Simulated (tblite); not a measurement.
Compound: C6H13FGe.
Atom-mapped SMILES: `[CH3:1][C@@H:2]1[CH2:3][CH2:4][C@@H:5]([F:6])[CH2:7][GeH2:8]1` (hydrogens: H9, H10, H11 on C1; H12 on C2; H13, H14 on C3; H15, H16 on C4; H17 on C5; H18, H19 on C7; H20, H21 on Ge8)

Cartesian coordinates in Å at the GFN2-xTB level; atoms count from 1:
```xyz
21
C6H13FGe angstrom
C      2.5197   -0.6814    0.0040
C      1.0949   -0.3526   -0.4248
C      0.7213    1.0758   -0.0262
C     -0.6822    1.4823   -0.4705
C     -1.7845    0.8108    0.3423
F     -2.9776    1.4815    0.0916
C     -1.9735   -0.6573    0.0189
Ge    -0.2630   -1.5841    0.3503
H      2.7832   -1.6956   -0.2905
H      2.6170   -0.6052    1.0858
H      3.2300    0.0067   -0.4529
H      1.0359   -0.4278   -1.5160
H      1.4425    1.7696   -0.4683
H      0.7970    1.1781    1.0609
H     -0.8248    1.2459   -1.5280
H     -0.8003    2.5624   -0.3526
H     -1.5985    0.9515    1.4164
H     -2.7925   -1.0603    0.6149
H     -2.2561   -0.7546   -1.0306
H     -0.2549   -2.9632   -0.2553
H     -0.0425   -1.7656    1.8301
```

Level: GFN2-xTB in tblite, geometry and Hessian alike; calculated harmonic values, unscaled, isolated species. Against measured fundamentals such values can be off by several per cent, at times by over 20. Modes of hydrogen on germanium can be 10 to 20 % off. One conformer, not necessarily the lowest.

Harmonic wavenumbers (cm⁻¹): 75.2, 118.1, 196.5, 222.3, 231.4, 271.2, 288.5, 320.2, 336.2, 422.9, 445.0, 523.8, 534.4, 603.0, 629.8, 683.8, 776.2, 837.2, 853.1, 881.1, 943.1, 967.2, 991.7, 1018.3, 1052.9, 1070.6, 1100.2, 1129.7, 1158.4, 1187.9, 1197.5, 1228.6, 1269.9, 1288.7, 1295.1, 1320.0, 1348.3, 1352.4, 1414.2, 1456.6, 1483.9, 1492.7, 1495.6, 1500.8, 1933.9, 2002.2, 2881.7, 2908.6, 2937.3, 2953.9, 2964.8, 2971.1, 2982.2, 2983.3, 3005.5, 3013.6, 3021.0.

A = 2119, B = 1063, C = 749.2 MHz; mass 178.021 u (most abundant isotopes); point group C1, symmetry number 1.

Q: Zero-point energy?

A: Half the sum of the wavenumbers: 37787 cm⁻¹ = 108.04 kcal/mol.

Q: What is S at 200 K and 1 bar for an ideal gas of classical rigid rotors and harmonic oscillators?

A: Translation 39.48, rotation 28.44, vibration 14.46: S = 82.4 cal/(mol K).

Q: And Cp and H(200 K) − H(0)?

A: Cp = 28.06 cal/(mol K), of which vibrations give 20.11 (their classical limit is 57 R = 113.3); H(200 K) − H(0) = 3.36 kcal/mol without the zero-point energy, 1.77 from vibrations.

Q: What must be added to the electronic energy to get the Gibbs energy at 200 K and 1 bar?

A: ZPE + [H(200 K) − H(0)] − T·S = 108.04 + 3.36 − 16.48 = 94.92 kcal/mol.

Q: Which modes carry the vibrational entropy at 200 K?

A: 75.2 cm⁻¹: 3.23; 118.1 cm⁻¹: 2.37; 196.5 cm⁻¹: 1.46; 222.3 cm⁻¹: 1.25; 231.4 cm⁻¹: 1.19; 271.2 cm⁻¹: 0.95 cal/(mol K); the other 51 give 4.02 together.

Hindered rotation and anharmonicity are outside this model. Other conformers, if any are populated, would add a mixing term that is left out. The structure is chiral; the term R ln 2 for an equal mix with its mirror image is left out.
